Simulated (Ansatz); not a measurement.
Relaxation of the cluster Mg2Te3 with RKS r2SCAN-D4/def2-SVP.

```sh
$ ansatz run in.yaml --threads 4 --pin off --events-out ev --progress --plain --max-ram 8704MiB
```

```yaml
crystal:
  periodic: [false, false, false]
  atoms:
    - {symbol: Mg, position_ang: [0.804720, -2.071770, -0.227790]}
    - {symbol: Mg, position_ang: [-1.180010, 1.815550, -0.538190]}
    - {symbol: Te, position_ang: [-1.590890, -0.764020, 0.607370]}
    - {symbol: Te, position_ang: [1.279910, 0.558500, -1.238550]}
    - {symbol: Te, position_ang: [0.686260, 0.461730, 1.397170]}
basis:
  gaussian: {orbitals: def2-SVP}
hamiltonian: {xc: r2scan, dispersion: d4}
scf: {lower_state_search: "off"}
output: {orbitals: {seedname: orbitals}}
relax: {f_tol: 0.02, max_steps: 100}
```

Run time 14 s (4 threads of Arm Neoverse V2 on a shared host).

Positions (Å) and forces (eV/Å) at steps 1, 2, 3, 4, 6 of 6:

```xyz
5
step=1 energy=-32774.7217 eV
Mg    0.805   -2.072   -0.228    0.025   -0.189   -0.109
Mg   -1.180    1.816   -0.538   -0.146    0.123   -0.129
Te   -1.591   -0.764    0.607   -1.376   -0.675    0.368
Te    1.280    0.558   -1.239    0.996    0.403   -1.157
Te    0.686    0.462    1.397    0.501    0.337    1.027
5
step=2 energy=-32774.8991 eV
Mg    0.775   -2.037   -0.250   -0.110    0.174   -0.051
Mg   -1.169    1.770   -0.553    0.074   -0.193   -0.020
Te   -1.748   -0.837    0.696    0.489    0.262    0.154
Te    1.428    0.625   -1.346   -0.138   -0.031    0.560
Te    0.713    0.480    1.453   -0.315   -0.212   -0.643
5
step=3 energy=-32774.9248 eV
Mg    0.679   -2.066   -0.422   -0.034    0.223    0.108
Mg   -1.241    1.689   -0.721    0.155   -0.144    0.137
Te   -1.658   -0.780    0.846   -0.089   -0.062   -0.211
Te    1.494    0.669   -1.180   -0.112   -0.071   -0.196
Te    0.726    0.489    1.479    0.080    0.054    0.162
5
step=4 energy=-32774.9496 eV
Mg    0.753   -2.019   -0.272   -0.035   -0.038   -0.081
Mg   -1.168    1.740   -0.572   -0.045   -0.018   -0.082
Te   -1.715   -0.817    0.743   -0.045   -0.027   -0.061
Te    1.446    0.636   -1.290   -0.022   -0.016   -0.075
Te    0.683    0.460    1.391    0.147    0.099    0.300
5
step=6 energy=-32774.9636 eV
Mg    0.709   -2.009   -0.335    0.005   -0.009    0.001
Mg   -1.182    1.690   -0.630   -0.005    0.010    0.000
Te   -1.695   -0.805    0.772   -0.003   -0.002   -0.002
Te    1.458    0.645   -1.255    0.000   -0.001   -0.004
Te    0.710    0.478    1.447    0.003    0.002    0.006
```

In the def2 sets Te takes a core potential; there is no spin–orbit coupling. The restricted singlet is unstable towards broken spin symmetry at other levels; at r2SCAN-D4/def2-SVP this wasn't settled. Another isomer (singlet) lies 1.98 eV lower at PBE0-D4/def2-TZVP; other spin states weren't run for this one.
